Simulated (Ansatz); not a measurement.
## A basis-limit estimate, worked out

An elementary step of SiNH₅O₂, singlet (SiNH₅O₂ ([NH2][SiH]([OH])[OH]) → SiNH₃O₂ ([NH][Si]([OH])[OH]) + H₂; bonds formed: H2–H4; bonds broken: Si1–H2, N3–H4). “Start” is the structure reached by relaxing down from the saddle towards the reactants; PBE0-D4/def2-TZVP structures. The saddle:

```json
{"atom": "Si1", "x (Å)": "0.1640", "y (Å)": "-0.1055", "z (Å)": "0.0383"}
{"atom": "H2", "x (Å)": "-1.4248", "y (Å)": "-0.0070", "z (Å)": "-0.7264"}
{"atom": "N3", "x (Å)": "0.4878", "y (Å)": "1.2799", "z (Å)": "-0.6972"}
{"atom": "H4", "x (Å)": "-0.9135", "y (Å)": "0.6781", "z (Å)": "-1.0360"}
{"atom": "O5", "x (Å)": "0.6442", "y (Å)": "-1.5825", "z (Å)": "-0.4248"}
{"atom": "O6", "x (Å)": "-0.2861", "y (Å)": "-0.2765", "z (Å)": "1.5951"}
{"atom": "H7", "x (Å)": "1.3149", "y (Å)": "1.7612", "z (Å)": "-1.0021"}
{"atom": "H8", "x (Å)": "0.5039", "y (Å)": "-2.2931", "z (Å)": "0.2058"}
{"atom": "H9", "x (Å)": "-0.4905", "y (Å)": "0.5454", "z (Å)": "2.0472"}
```

Program: Ansatz 0.2.0. Basis: def2-TZVPP and def2-QZVPP. Cores are frozen in the correlated methods.

Energies in eV:

| quantity | saddle | start |
| --- | --- | --- |
| Hartree–Fock, triple zeta (X = 3) | -13500.52473 | -13504.37182 |
| Hartree–Fock, quadruple zeta (X = 4) | -13501.08279 | -13504.92184 |
| MP2 correlation, X = 3 | -22.99092 | -22.27893 |
| MP2 correlation, X = 4 | -24.78911 | -24.06528 |
| CCSD(T) correlation, X = 3 | -24.29359 | -23.65270 |

Problem. Work out the barrier at the basis limit: extrapolate Hartree–Fock as E(X) = E∞ + A exp(−7.88 √X) and the MP2 correlation as E(X) = E∞ + B X^−2.97 (the exponents that Neese and Valeev fitted for def2-TZVPP and QZVPP), then add CCSD(T) − MP2 in triple zeta.

Solution. Each step is linear, so take the differences first (saddle − start): Hartree–Fock 3.84709 (X = 3) and 3.83905 (X = 4); MP2 correlation -0.71199 and -0.72383; CCSD(T) correlation -0.64089.
Two points give E∞ = E(4) + w [E(4) − E(3)], with w = 1/(exp(7.88 (2 − √3)) − 1) = 0.1377 for Hartree–Fock and w = 1/((4/3)^2.97 − 1) = 0.7407 for the correlation.
Hartree–Fock: 3.83905 + 0.1377 × (-0.00804) = 3.8379 eV.
MP2 correlation: -0.72383 + 0.7407 × (-0.01184) = -0.7326 eV.
CCSD(T) − MP2: -0.64089 − (-0.71199) = 0.0711 eV.
Sum: 3.8379 + (-0.7326) + 0.0711 = 3.1764 eV, or 73.25 kcal/mol. Plain CCSD(T) in triple zeta gives 3.2062 eV, so the larger basis shifts the result by -0.0298 eV.

No T1 diagnostic of these runs exceeds 0.015.

Labels in which every atom is bracketed show which atoms are joined, not bond orders.

For scale, one of the runs: CCSD(T)/def2-TZVPP, 205 basis functions, launched by `ansatz run in.yaml --threads 4 --pin off --events-out ev --progress --plain --max-ram 9574MiB`. The run took 67 s on 4 CPU threads of an Intel Xeon (shared host), with 2.7 GiB of host memory at its peak.
